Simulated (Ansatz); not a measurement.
Species, as SMILES: [SiH]F (F-SiH) (closed-shell singlet).
Atoms: Si1, H2, F3. Bonds: Si1-H2, Si1-F3.

Basis-set convergence of the optimised Si1-F3 bond length at MP2 with Ansatz (a first-principles code). The reference of a correlated method is not its basis-set limit, which lies further on. Cartesian d functions, on some or all atoms, in 6-311G**, 6-311+G**; all else is spherical. Cores are frozen. A restricted Hartree-Fock determinant is unstable towards unrestricted orbitals. No added dispersion term, no relativity. Reference: the value in aug-cc-pV(Q+d)Z, 1.6137 Å, itself unsure by roughly 0.0014 Å (its mean distance from def2-QZVPP, cc-pV(Q+d)Z). Deviations are taken from unrounded values.

```csv
basis,functions,optimised Si1-F3 bond length (Å)
cc-pV(D+d)Z,42,1.6460
aug-cc-pV(D+d)Z,64,1.6550
6-311G**,51,1.6247
6-311+G**,59,1.6385
cc-pV(T+d)Z,83,1.6132
aug-cc-pV(T+d)Z,124,1.6186
def2-TZVPP,87,1.6150
def2-TZVPPD,105,1.6182
cc-pV(Q+d)Z,149,1.6119
aug-cc-pV(Q+d)Z,215,1.6137
```

What the diffuse functions change, pair by pair:
- cc-pV(D+d)Z to aug-cc-pV(D+d)Z: 22 more functions, deviation 0.0323 to 0.0413 Å
- 6-311G** to 6-311+G**: 8 more functions, deviation 0.0110 to 0.0248 Å
- cc-pV(T+d)Z to aug-cc-pV(T+d)Z: 41 more functions, deviation -0.0005 to 0.0048 Å
- def2-TZVPP to def2-TZVPPD: 18 more functions, deviation 0.0012 to 0.0045 Å
- cc-pV(Q+d)Z to aug-cc-pV(Q+d)Z: 66 more functions, deviation -0.0019 to 0.0000 Å

Leaving out the reference's own pair, they bring the value nearer the reference by more than 0.0014 Å in 0 of 4 pairs.
